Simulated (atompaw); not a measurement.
**Scattering properties, PAW (atompaw) potential for molybdenum (Mo)**

```json
{"Element": "Mo (Z = 42)", "Generator": "atompaw 4.2.0.5", "Type": "PAW", "Functional": "LDA (PW92)", "Relativity": "scalar-relativistic", "Frozen core": "[Kr]", "Valence charge": "6", "Reference configuration": "4d6 5s0 5p0", "Partial waves": "5s (bound, empty); 5s channel at 2.95 Ry; 5p (bound, empty); 5p channel at 3 Ry; 4d (bound); 4d channel at 0.55 Ry", "Local potential": "bessel scheme, radius 2.40 bohr", "Core correction": "smooth core density matched at 2.65 bohr", "Augmentation charge": "besselshape compensation charge, radius 2.80 bohr; PAW radius 2.90 bohr; waves and projectors: bloechl"}
```

The phase is arctan(r·u′/u) with u = r·R(r), unwrapped; energies in Ry, scanned from -2 to 5 Ry. A pole is an energy at which the radial function vanishes at the test radius. The pseudo phase is shifted by a multiple of π to meet the all-electron one at the reference energy, and phase errors are pseudo minus all-electron; the curves can meet again beyond the range given. Levels narrower than the energy grid can be missing from the lists of poles.

```tsv
channel	radius (bohr)	reference energy (Ry)	poles, all-electron	poles, pseudo	unbroken range about the reference energy with phases within 0.05 rad	phase error 1 Ry above the reference energy (rad)
s	2.90	-0.27	1.75	1.74, 4.54	below 4.0	-0.001
p	2.90	-0.06	2.79	2.77, 3.10	below 3.0	-0.025
d	2.90	-0.18	0.18, 4.77	0.18	the whole range	+0.000
```

The 5p radius (1.45 bohr) lies inside the outermost node of the all-electron wave (1.56 bohr), which a nodeless pseudo-wave cannot match soundly.

Phases in the p channel:

```tsv
E (Ry)	all-electron	pseudo
-2.00	1.342	1.319
-1.52	1.294	1.282
-1.04	1.231	1.224
-0.56	1.123	1.120
-0.08	0.882	0.882
0.40	0.147	0.133
0.88	-0.906	-0.933
1.36	-1.286	-1.302
1.84	-1.435	-1.445
2.32	-1.516	-1.522
2.80	-1.572	-1.573
3.28	-1.617	-4.754
3.76	-1.660	-4.788
4.24	-1.708	-4.823
4.72	-1.774	-4.860
```
